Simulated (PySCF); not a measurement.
tantalum atom (Ta), quartet (core potentials on Ta); PySCF with DF-BLYP/def2-TZVPD.

Here is a job for PySCF.
```python
from pyscf import gto, scf, dft
import numpy

mol = gto.M(
    atom='''
Ta    0.00000000    0.00000000    0.00000000
''',
    basis='def2-tzvpd',
    ecp={'Ta': 'def2-tzvpd'},
    spin=3,
    verbose=4,
)
print('smallest overlap eigenvalue', numpy.linalg.eigvalsh(mol.intor('int1e_ovlp'))[0])

mf = dft.UKS(mol)
mf.xc = 'blyp'
mf = mf.density_fit(auxbasis='def2-universal-jkfit')
mf = scf.addons.remove_linear_dep_(mf, threshold=1e-5, lindep=1e-5)
mf.kernel()
mf.analyze()
```

Problem. Predict the main parts of the log of this PySCF run.

Solution. 
```
PySCF version 2.14.0

[INPUT] verbose = 4
[INPUT] num. atoms = 1
[INPUT] num. electrons = 13
[INPUT] charge = 0
[INPUT] spin (= nelec alpha-beta = 2S) = 3
[INPUT] symmetry False subgroup None
[INPUT] Mole.unit = angstrom
[INPUT] Symbol           X                Y                Z      unit          X                Y                Z       unit  Magmom
[INPUT]  1 Ta     0.000000000000   0.000000000000   0.000000000000 AA    0.000000000000   0.000000000000   0.000000000000 Bohr   0.0

nuclear repulsion = 0
number of shells = 15
number of NR pGTOs = 65
number of NR cGTOs = 43
basis = def2-tzvpd
ecp = {'Ta': 'def2-tzvpd'}
input.py:18: DeprecationWarning: remove_linear_dep_ is deprecated and will be removed in a future release. Linear dependency handling is now built into the SCF procedure by default. Linear dependency removal can be controlled using the following settings:
  pyscf.scf.hf.remove_overlap_zero_eigenvalue = True
  pyscf.scf.hf.overlap_zero_eigenvalue_threshold = 1e-6

  mf = scf.addons.remove_linear_dep_(mf, threshold=1e-5, lindep=1e-5)
smallest overlap eigenvalue 0.02104539591445141

******** <class 'pyscf.df.df_jk.DFUKS'> ********
method = DFUKS
initial guess = minao
damping factor = 0
level_shift factor = 0
DIIS = <class 'pyscf.scf.diis.CDIIS'>
diis_start_cycle = 1
diis_space = 8
diis_damp = 0
SCF conv_tol = 1e-09
SCF conv_tol_grad = None
SCF max_cycles = 50
direct_scf = False
number electrons alpha = 8  beta = 5
XC library pyscf.dft.libxc version 7.1.2
    S. Lehtola, C. Steigemann, M. J. T. Oliveira, and M. A. L. Marques,  SoftwareX 7, 1–5 (2018)
XC functionals = blyp
    A. D. Becke,  Phys. Rev. A 38, 3098 (1988)
    C. Lee, W. Yang, and R. G. Parr,  Phys. Rev. B 37, 785 (1988)
    B. Miehlich, A. Savin, H. Stoll, and H. Preuss,  Chem. Phys. Lett. 157, 200 (1989)
radial grids:
    Treutler-Ahlrichs [JCP 102, 346 (1995); DOI:10.1063/1.469408] (M4) radial grids

becke partition: Becke, JCP 88, 2547 (1988); DOI:10.1063/1.454033
pruning grids: <function nwchem_prune>
grids dens level: 3
symmetrized grids: False
atomic radii adjust function: <function treutler_atomic_radii_adjust>
small_rho_cutoff = 0
Set gradient conv threshold to 3.16228e-05
tot grids = 24008
init E= -38.9745744767766

cycle= 1 E= -56.3520715872636  delta_E= -17.4  |g|= 0.692  |ddm|= 3.44
cycle= 2 E= -55.1728966856894  delta_E= 1.18  |g|= 1.07  |ddm|= 2.81
cycle= 3 E= -56.7925502182215  delta_E= -1.62  |g|= 0.0952  |ddm|= 3.12
cycle= 4 E= -56.783783211546  delta_E= 0.00877  |g|= 0.164  |ddm|= 1.27
cycle= 5 E= -56.8080645800055  delta_E= -0.0243  |g|= 0.0867  |ddm|= 0.406
cycle= 6 E= -56.8136959565239  delta_E= -0.00563  |g|= 0.0658  |ddm|= 0.311
cycle= 7 E= -56.8222557615358  delta_E= -0.00856  |g|= 0.0316  |ddm|= 0.277
cycle= 8 E= -56.8242858741468  delta_E= -0.00203  |g|= 0.014  |ddm|= 0.143
cycle= 9 E= -56.8245030721057  delta_E= -0.000217  |g|= 0.0072  |ddm|= 0.0428
cycle= 10 E= -56.8245709152076  delta_E= -6.78e-05  |g|= 0.00349  |ddm|= 0.0287
cycle= 11 E= -56.8245854432125  delta_E= -1.45e-05  |g|= 0.00198  |ddm|= 0.0103
cycle= 12 E= -56.8245900829322  delta_E= -4.64e-06  |g|= 0.000893  |ddm|= 0.00534
cycle= 13 E= -56.8245917535127  delta_E= -1.67e-06  |g|= 0.000189  |ddm|= 0.00534
cycle= 14 E= -56.8245918143424  delta_E= -6.08e-08  |g|= 5.69e-05  |ddm|= 0.000815
cycle= 15 E= -56.8245918259887  delta_E= -1.16e-08  |g|= 3.26e-05  |ddm|= 0.000448
cycle= 16 E= -56.8245918285616  delta_E= -2.57e-09  |g|= 1.01e-05  |ddm|= 0.000169
cycle= 17 E= -56.8245918294085  delta_E= -8.47e-10  |g|= 3.88e-06  |ddm|= 0.000124
Extra cycle  E= -56.8245918297763  delta_E= -3.68e-10  |g|= 3.4e-06  |ddm|= 6.27e-05
converged SCF energy = -56.8245918297763  <S^2> = 3.7545064  2S+1 = 4.0022526
**** SCF Summaries ****
Total Energy =                         -56.824591829776338
Nuclear Repulsion Energy =               0.000000000000000
One-electron Energy =                  -94.690085670345695
Two-electron Energy =                   37.865493840569357
Two-electron Coulomb Energy =           44.463280368200422
DFT Exchange-Correlation Energy =       -6.597786527631063
**** MO energy ****
                             alpha | beta                alpha | beta
MO #1   energy= -2.62154970330847  | -2.57700856037379  occ= 1 | 1
MO #2   energy= -1.40631290464443  | -1.35165735475814  occ= 1 | 1
MO #3   energy= -1.40631284473924  | -1.35165618767869  occ= 1 | 1
MO #4   energy= -1.40631234515375  | -1.35165506764887  occ= 1 | 1
MO #5   energy= -0.199941601054169 | -0.169041915629478 occ= 1 | 1
MO #6   energy= -0.152463264931608 | -0.0992645016812725 occ= 1 | 0
MO #7   energy= -0.152463134216027 | -0.0992642649202978 occ= 1 | 0
MO #8   energy= -0.152461291763003 | -0.0825079126270926 occ= 1 | 0
MO #9   energy= -0.126687923115735 | -0.0825072302711753 occ= 0 | 0
MO #10  energy= -0.126686404202397 | -0.0825069113738906 occ= 0 | 0
MO #11  energy= -0.0491108838612455 | -0.0367895468267012 occ= 0 | 0
MO #12  energy= -0.0491104752825622 | -0.0367893440763091 occ= 0 | 0
MO #13  energy= -0.0491104139724204 | -0.0367886001096453 occ= 0 | 0
MO #14  energy= 0.0721307965250787 | 0.0826261622709798 occ= 0 | 0
MO #15  energy= 0.0724528675011277 | 0.082626335736177  occ= 0 | 0
MO #16  energy= 0.0724531692354443 | 0.0826269019018776 occ= 0 | 0

spin_pop of  0 Ta 5s        0.00069
spin_pop of  0 Ta 6s       -0.00227
spin_pop of  0 Ta 7s        0.00163
spin_pop of  0 Ta 8s       -0.00148
spin_pop of  0 Ta 9s        0.00145
spin_pop of  0 Ta 10s       -0.00002
spin_pop of  0 Ta 5px       0.00001
spin_pop of  0 Ta 5py       0.00001
spin_pop of  0 Ta 5pz       0.00001
spin_pop of  0 Ta 6px      -0.00169
spin_pop of  0 Ta 6py      -0.00169
spin_pop of  0 Ta 6pz      -0.00169
spin_pop of  0 Ta 7px       0.00110
spin_pop of  0 Ta 7py       0.00110
spin_pop of  0 Ta 7pz       0.00110
spin_pop of  0 Ta 8px       0.00015
spin_pop of  0 Ta 8py       0.00015
spin_pop of  0 Ta 8pz       0.00015
spin_pop of  0 Ta 9px       0.00042
spin_pop of  0 Ta 9py       0.00042
spin_pop of  0 Ta 9pz       0.00042
spin_pop of  0 Ta 5dxy      0.28728
spin_pop of  0 Ta 5dyz      0.32056
spin_pop of  0 Ta 5dz^2     0.35206
spin_pop of  0 Ta 5dxz      0.13240
spin_pop of  0 Ta 5dx2-y2    0.11121
spin_pop of  0 Ta 6dxy      0.00234
spin_pop of  0 Ta 6dyz      0.00261
spin_pop of  0 Ta 6dz^2     0.00287
spin_pop of  0 Ta 6dxz      0.22217
spin_pop of  0 Ta 6dx2-y2    0.18662
spin_pop of  0 Ta 7dxy      0.39284
spin_pop of  0 Ta 7dyz      0.43836
spin_pop of  0 Ta 7dz^2     0.48143
spin_pop of  0 Ta 7dxz      0.03654
spin_pop of  0 Ta 7dx2-y2    0.03069
spin_pop of  0 Ta 5f-3      0.00001
spin_pop of  0 Ta 5f-2      0.00001
spin_pop of  0 Ta 5f-1      0.00000
spin_pop of  0 Ta 5f+0      0.00001
spin_pop of  0 Ta 5f+1      0.00000
spin_pop of  0 Ta 5f+2      0.00000
spin_pop of  0 Ta 5f+3      0.00001
In total             8.00000 | 5.00000
Dipole moment(X, Y, Z, Debye): -0.00000, -0.00000, -0.00000
```
